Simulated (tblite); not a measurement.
C7H10OSSi.
Bonds: C1–C2 (double), C2–C3, C3–C4 (aromatic), C4–C5 (aromatic), C5–O6, O6–C7, C5–S8 (aromatic), S8–C9 (aromatic), C9–Si10, C3–C9 (aromatic). Hydrogens: H11, H12 on C1; H13 on C2; H14 on C4; H15, H16, H17 on C7; H18, H19, H20 on Si10.

The geometry is computed with GFN2-xTB (gas phase).

Question: List the bond lengths, angles and torsions at this level.

Answer: 
```json
{"bond": "C1=C2", "length (Å)": "1.328", "order": "double"}
{"bond": "C2–C3", "length (Å)": "1.448", "order": "single"}
{"bond": "C3–C4", "length (Å)": "1.422", "order": "aromatic"}
{"bond": "C4–C5", "length (Å)": "1.360", "order": "aromatic"}
{"bond": "C5–O6", "length (Å)": "1.343", "order": "single"}
{"bond": "O6–C7", "length (Å)": "1.412", "order": "single"}
{"bond": "C5–S8", "length (Å)": "1.744", "order": "aromatic"}
{"bond": "S8–C9", "length (Å)": "1.740", "order": "aromatic"}
{"bond": "C9–Si10", "length (Å)": "1.873", "order": "single"}
{"bond": "C3–C9", "length (Å)": "1.374", "order": "aromatic"}
{"bond": "C1–H11", "length (Å)": "1.077", "order": "single"}
{"bond": "C1–H12", "length (Å)": "1.076", "order": "single"}
{"bond": "C2–H13", "length (Å)": "1.083", "order": "single"}
{"bond": "C4–H14", "length (Å)": "1.073", "order": "single"}
{"bond": "C7–H15, C7–H16, C7–H17", "length (Å)": "1.092", "order": "single"}
{"bond": "Si10–H18, Si10–H19, Si10–H20", "length (Å)": "1.464", "order": "single"}
```

Bonds in one row agree within 0.01 Å and their mean is given. Orders are formal, as drawn. A selection of angles:
```json
{"angle": "C2–C1–H11", "degrees": "121.3"}
{"angle": "C2–C1–H12", "degrees": "122.5"}
{"angle": "H11–C1–H12", "degrees": "116.2"}
{"angle": "C1–C2–C3", "degrees": "125.9"}
{"angle": "C1–C2–H13", "degrees": "119.8"}
{"angle": "C3–C2–H13", "degrees": "114.3"}
{"angle": "C2–C3–C4", "degrees": "125.1"}
{"angle": "C2–C3–C9", "degrees": "121.7"}
{"angle": "C4–C3–C9", "degrees": "113.3"}
{"angle": "C3–C4–C5", "degrees": "113.1"}
{"angle": "C3–C4–H14", "degrees": "124.8"}
{"angle": "C5–C4–H14", "degrees": "122.1"}
{"angle": "C4–C5–O6", "degrees": "124.1"}
{"angle": "C4–C5–S8", "degrees": "111.3"}
{"angle": "O6–C5–S8", "degrees": "124.6"}
{"angle": "C5–O6–C7", "degrees": "120.0"}
{"angle": "O6–C7–H15", "degrees": "112.1"}
{"angle": "O6–C7–H16", "degrees": "108.5"}
{"angle": "O6–C7–H17", "degrees": "108.4"}
{"angle": "H15–C7–H16", "degrees": "109.3"}
{"angle": "C5–S8–C9", "degrees": "91.6"}
{"angle": "S8–C9–Si10", "degrees": "119.2"}
{"angle": "C3–C9–S8", "degrees": "110.7"}
{"angle": "C3–C9–Si10", "degrees": "130.1"}
{"angle": "C9–Si10–H18", "degrees": "107.5"}
{"angle": "C9–Si10–H19", "degrees": "109.4"}
{"angle": "H18–Si10–H19", "degrees": "110.1"}
```

Dihedral angles: C1–C2–C3–C4 0° (synperiplanar); C4–C5–O6–C7 -179° (antiperiplanar). The mirror-image conformer, all signs reversed, is as good.

The 5 C–C bonds span 1.328 Å (C1=C2, drawn double) to 1.448 Å (C2–C3, drawn single), a spread of 0.120 Å. The 10 heavy atoms lie in one plane (0.006 Å rms). Si10 (SiH3 silicon) is tetrahedral (angles from 107.5° to 110.4°). The C–O distances run from 1.343 Å (C5–O6, drawn single) to 1.412 Å (O6–C7, drawn single), a spread of 0.069 Å. Of the pairs four or more bonds apart, S8···H15 is among the closest relative to their van der Waals radii: 2.46 Å, 82 % of the sum of Bondi's values. The 5-membered ring C3–C4–C5–S8–C9 has internal angles of 91.6° to 113.3° (sum 540°, against 540° for a flat polygon); it is planar, 0.00 Å rms from its mean plane, widest ring torsion 0°.

Point group: near Cs, missed by 0.11 Å at most; the miss may be what the optimiser left on a soft mode. GFN2-xTB frequencies show an imaginary mode (182i cm⁻¹), so the point is no minimum at that level. 2 starts were optimised and ended at 0.00 and 0.13 kcal/mol (GFN2-xTB); the lowest of these is shown.
